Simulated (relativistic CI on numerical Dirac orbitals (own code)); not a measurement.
One change at a time: Ce²⁺

Base calculation: Dirac-Coulomb-Breit CI, KLI orbitals optimised for each configuration, QED by a radiative potential, valence Slater integrals scaled by 0.85, P86 correlation energy added to each configuration.

Configuration list (outside the closed core [Xe]): 4f2, 4f 6s, 5d2, 4f 6p, 5d 6s, 4f 6d, 4f 7s, 6s2, 5d 6p, 4f 5f, 4f 7p, 5d 5f, 6s 6p, 4f 8s, 4f 7d, 4f 5g, 4f 6f, 4f 8p, 5f2, 5d 5g, 4f 8d, 5g2, 6p2, 5f 6s. The list is cut by size and lacks configurations that can hold low levels.

Variants: (1) no correlation estimate; (2) self-excluded LDA correlation estimate; (3) QED terms removed; (4) one mean potential for all configurations. Shifts of the energy above 4f2 3H_4, in cm⁻¹, for the lowest level and the first level of each name with at least 55 % of one term (blank where a level changes its place among those of its configuration and J or its character, or is not in the variant):

```csv
Level,Base,Δ(1),Δ(2),Δ(3),Δ(4),Measured
4f2 3H_4,0.0,0.0,0.0,0.0,0.0,0.0
4f2 3H_5,1398.8,-3.9,+1.9,-9.1,-279.7,1528.3
4f2 3H_6,2870.0,-10.3,+4.3,-18.0,-548.3,3127.1
4f2 3F_2,3969.8,-169.7,+26.9,-7.7,+163.7,3762.8
4f2 3F_3,4869.3,-160.4,+26.1,-13.6,-27.8,4764.8
4f2 1D_2,13738.4,-572.9,+91.9,-25.3,+368.3,12835.1
4f 6s 3F°_2,15744.6,-6433.4,+1234.9,-185.3,-9047.5,19236.2
4f 6s 3F°_3,16008.9,-6433.0,+1234.9,-185.3,-9033.7,
4f2 3P_0,17204.2,-831.1,+135.5,-28.6,+646.8,16072.0
4f2 3P_1,17642.3,-801.8,+130.0,-31.2,+536.4,16523.7
4f 6s 3F°_4,17893.6,-6432.7,+1234.5,-197.2,-9003.9,
4f 6s 1F°_3,18316.3,-6436.8,+1236.2,-196.3,-8952.4,
4f2 3P_2,18377.7,-767.5,+124.4,-35.8,+352.2,17317.5
4f2 1I_6,19059.2,+62.2,-23.0,-10.1,-477.1,17420.6
```

Correlation outside the listed configurations is missing or only estimated: errors of thousands of cm⁻¹ between configurations and terms are usual at this charge. Rates and lifetimes follow the computed energies and can be off by large factors. The fine structure of a lone outer electron comes out too small, for d and f at times inverted, and misplaced configurations move strength between like terms. 32 of the 64 excited levels that our extract of the measured tables holds in this range could be paired (the sources list more); they are missed by 4144 cm⁻¹ on average and 8773 at most, and levels without a partner can miss by more. Some levels of the ground configuration have no partner and can miss by 10 % or more.

Measured levels: Martin, Zalubas and Hagan, Atomic Energy Levels: The Rare-Earth Elements, NSRDS-NBS 60 (1978).

Ionisation energy from the two ground configurations alone: base 19.42 eV; no correlation estimate 18.02 eV; self-excluded LDA correlation estimate 19.71 eV; QED terms removed 19.4 eV. The NIST ASD value (semi-empirical) is 20.1974 eV. The gap of more than 2 % comes from missing correlation, or from a tabulated value that is itself an estimate.

LS names give the leading component of a level, which can be under half, so a name can repeat, a term be missing and a line seem to break the LS rules.
